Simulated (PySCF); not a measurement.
Unknown compound

The spectra below were simulated for a compound C9H9N.

¹H NMR (600 MHz, computed): δ 6.99 (m, 2H), 6.97 (m, 2H), 6.96 (d, 1H), 6.31 (d, 1H), 5.80 (d, 1H), 4.45 (m, 1H), 4.35 (m, 1H).

¹³C{¹H} NMR (computed): δ 170.2 (C), 141.8 (CH), 139.6 (CH), 136.3 (CH2), 114.8 (CH), 57.0 (CH), 52.3 (CH).

Computational details: PBE0-D3(BJ)/def2-SVP geometry, shieldings: GIAO KT2/pcSseg-1, in PySCF 2.14.0 with density-fitted response routines (one averaged value for each set of equivalent atoms, a single conformation, in vacuum, non-relativistic).

References, each an isolated molecule treated in the same way: ¹H and ¹³C against TMS.

What is the structure?

Answers


- The formula gives 6 degrees of unsaturation (2 rings in the answer).
- 7 carbon signals for 9 carbons: some carbons are equivalent by symmetry or fast rotation.
- Carbon types of the structure: 1 × C, 7 × CH, 1 × CH2, which accounts for all hydrogens.
- δC 170.2: fully substituted alkene carbon.
- δC 141.8, 139.6, 114.8: alkene CH; the olefinic region.
- δC 136.3: C=N carbon.
- δC 57.0, 52.3: allylic sp3 CH.
- δH 6.99, 6.97, 5.80: hydrogen on an alkene CH; attached to an sp2 carbon and in the plane of the double bond.
- δH 6.96, 6.31: hydrogen on a C=N carbon.
- δH 4.45, 4.35: hydrogen on an allylic sp3 CH.

Structure: `C=NC1=C[C@H]2C=C[C@@H]1C=C2`.

This is the structure that produced the data.

Shifts are as computed. Against solution values, carbons near 30 ppm lie about +2 ppm off and those near 130 ppm about -5 ppm. Of 1211 compounds with measured shifts, 218 miss one by over three times the rms of a fit or turn the order of signals round; such compounds aren't used in these exercises. Multiplicities follow the n + 1 count of equivalent neighbours, as no J values were calculated; m marks all less simple cases, F and P coupling included.
